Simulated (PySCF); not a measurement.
SnH₃Cl, SMILES [SnH3][Cl].

Geometry optimised at B3LYP-D3(BJ)/def2-TZVP. The def2 effective core potentials stand for the cores of Sn; spin–orbit coupling is left out.

All values below come from TDDFT-M06-2X/def2-TZVPD run with PySCF.

Vertical excitations; the highest root listed may be one member of a degenerate set. Isolated molecule, no solvent. State labels are in the subgroup Cs.

Computed excitation energies, oscillator strengths and character:
| state | symmetry | energy (eV) | λ (nm) | f | main pairs |
|---|---|---|---|---|---|
| S1 | A" | 6.44 | 193 | 0.018 | HOMO−1→LUMO (degenerate set) |
| S2 | A' | 6.44 | 193 | 0.018 | HOMO→LUMO (degenerate set) |
| S3 | A' | 7.61 | 163 | 0.027 | HOMO→LUMO+1 (degenerate set) |
| S4 | A" | 7.61 | 163 | 0.027 | HOMO−1→LUMO+1 (degenerate set) |
| S5 | A' | 7.90 | 157 | 0.001 | HOMO−3→LUMO (degenerate set) |
| S6 | A" | 7.90 | 157 | 0.001 | HOMO−4→LUMO (degenerate set) |
| S7 | A" | 8.05 | 154 | 0.000 | HOMO−1→LUMO+2 43 %, HOMO→LUMO+3 43 % |
| S8 | A' | 8.17 | 152 | 0.214 | HOMO−2→LUMO 54 %, HOMO→LUMO+2 17 %, HOMO−1→LUMO+3 17 % |
| S9 | A' | 8.34 | 149 | 0.013 | HOMO−1→LUMO+3, HOMO→LUMO+2 (degenerate set) |
| S10 | A" | 8.34 | 149 | 0.013 | HOMO→LUMO+3, HOMO−1→LUMO+2 (degenerate set) |
| T1 | A" | 6.11 | 203 | 0 | HOMO−1→LUMO (degenerate set) |
| T2 | A' | 6.11 | 203 | 0 | HOMO→LUMO (degenerate set) |
| T3 | A' | 6.97 | 178 | 0 | HOMO→LUMO+1, HOMO−3→LUMO+1, HOMO→LUMO+4, HOMO−3→LUMO+4 (degenerate set) |
| T4 | A" | 6.97 | 178 | 0 | HOMO−1→LUMO+1, HOMO−4→LUMO+1, HOMO−1→LUMO+4, HOMO−4→LUMO+4 (degenerate set) |
Triplets are in the Tamm–Dancoff approximation, which puts them higher than full response would, so one can lie above its singlet here.
